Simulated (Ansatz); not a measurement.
Reaction (substitution at a C–Si bond): `C[Si](C)(F)S` + `[SiH3]N[SiH2]Cl` → `CN([SiH3])[SiH2]Cl` + `C[SiH](F)S`

Calculated with Ansatz (gas phase, PBE0-D4/def2-TZVP geometries, no zero-point term in ΔE). CCSD(T)/CBS adds triple-zeta CCSD(T) − MP2 to the extrapolated MP2 energy (def2 sets, frozen cores). Functionals use def2-TZVPP. Each species was taken in one conformer, which may not be the lowest.

```tsv
level	ΔE (kJ/mol)
revPBE-D4	81.0
CCSD/CBS(def2)	88.4
```

Question: What does CCSD(T)/CBS give? (Estimate.)

Answer: The calculation gave: +87.4 kJ/mol. The listed levels differ from it by -6.4, 1.0 kJ/mol.

Largest T1 diagnostic among the species: 0.011.

At CCSD(T), def2-SVP lies −20.0 kJ/mol from the extrapolated value and def2-TZVPP −2.9 kJ/mol. Leaving LDA and LC-ωPBE aside and taking each functional with its dispersion term where it has one, the values, not all of them listed here, spread over 11.2 kJ/mol, from BLYP-D4 to B97M-V. LDA lies −3.6 kJ/mol from PBE without D4.
